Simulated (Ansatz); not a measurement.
# Energy profile

The step: CH₇NSi ([CH3][NH][SiH3]) + H₂ → CH₅N ([CH3][NH2]) + SiH₄; bonds formed: Si1–H8, N2–H7; bonds broken: Si1–N2, H7–H8 (atoms numbered as in the saddle structure below).

```xyz
12
angstrom
Si 0.1192 0.6418 1.1870
N 0.5167 -0.0047 -0.5179
C -0.3333 -1.0953 -0.9896
H 0.9425 1.7920 1.6264
H -1.2846 0.5398 1.6523
H 0.7681 -0.5247 1.9107
H 0.0333 1.0708 -0.7286
H -0.5661 1.8532 -0.1186
H 1.5034 -0.1774 -0.6867
H -0.0787 -1.3719 -2.0136
H -1.3699 -0.7484 -0.9738
H -0.2504 -1.9755 -0.3477
```

Electronic energies by CCSD(T) at an estimated basis limit (MP2 extrapolated from triple and quadruple zeta, plus CCSD(T) − MP2 in triple zeta), on PBE0-D4/def2-TZVP structures; CH9NSi, closed shell; no counterpoise correction. Program: Ansatz 0.2.0. Basis: def2-TZVPP and def2-QZVPP. Cores are frozen in the correlated methods. Extrapolation: Hartree–Fock as exp(−7.88 √X), correlation as X^−2.97.

**Question.** Give the profile in kcal/mol, counted from the separated reactants. (To be estimated.)

**Answer.** The calculation gives:
| point | kcal/mol |
| --- | --- |
| separated: CH7NSi (linked as [CH3][NH][SiH3]; Si1, N2, C3, H4, H5, H6, H9, H10, H11, H12; singlet) + H2 (H7, H8; singlet) | 0.00 |
| start structure | -0.81 |
| saddle | 46.17 |
| end structure | 2.75 |
| separated: SiH4 (Si1, H4, H5, H6, H8; singlet) + CH5N (linked as [CH3][NH2]; N2, C3, H7, H9, H10, H11, H12; singlet) | 5.68 |

No T1 diagnostic of these runs exceeds 0.012.

For scale, one of the runs: CCSD(T)/def2-TZVPP, 230 basis functions, launched by `ansatz run in.yaml --threads 4 --pin off --events-out ev --progress --plain --max-ram 9574MiB`. The run took 61 s on 4 CPU threads of an Arm Neoverse V1 (shared host), with 3.9 GiB of host memory at its peak.
